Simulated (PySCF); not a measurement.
Zr(OH)3 (H3O3Zr), SMILES [Zr+]([OH])([OH])[OH], charge +1, multiplicity 1.

Coordinates come from a B3LYP-D3(BJ)/def2-SVP optimisation. The spin state was assumed, not searched. The isomer is the one that the SMILES or the coordinates give; other isomers of the formula were not compared. The def2 effective core potentials stand for the cores of Zr; spin–orbit coupling is left out. Other conformers were not sampled.

All values below come from PySCF with TDA-PBE/def2-SVPD.

Vertical excitations; the highest root listed may be one member of a degenerate set. Isolated molecule, no solvent. State labels are in the subgroup Cs.

```tsv
state	symmetry	energy (eV)	λ (nm)	f	main pairs
S1	A"	4.13	300	0.000	HOMO→LUMO 100 %
S2	A"	4.71	263	0.013	HOMO−1→LUMO (degenerate set)
S3	A'	4.71	263	0.013	HOMO−2→LUMO (degenerate set)
S4	A'	4.81	258	0.008	HOMO−3→LUMO 97 %
S5	A"	5.32	233	0.005	HOMO−5→LUMO (degenerate set)
S6	A'	5.32	233	0.005	HOMO−4→LUMO (degenerate set)
S7	A'	5.71	217	0.004	HOMO→LUMO+1 (degenerate set)
S8	A"	5.71	217	0.004	HOMO→LUMO+2 (degenerate set)
S9	A"	6.18	201	0.003	HOMO−3→LUMO+1, HOMO−1→LUMO+2, HOMO−2→LUMO+1 (degenerate set)
S10	A'	6.18	201	0.003	HOMO−3→LUMO+2, HOMO−1→LUMO+1, HOMO−2→LUMO+2 (degenerate set)
T1	A"	4.10	302	0	HOMO→LUMO 100 %
T2	A'	4.49	276	0	HOMO−3→LUMO 99 %
T3	A"	4.57	272	0	HOMO−1→LUMO (degenerate set)
T4	A'	4.57	271	0	HOMO−2→LUMO (degenerate set)
```
Triplets are in the Tamm–Dancoff approximation.
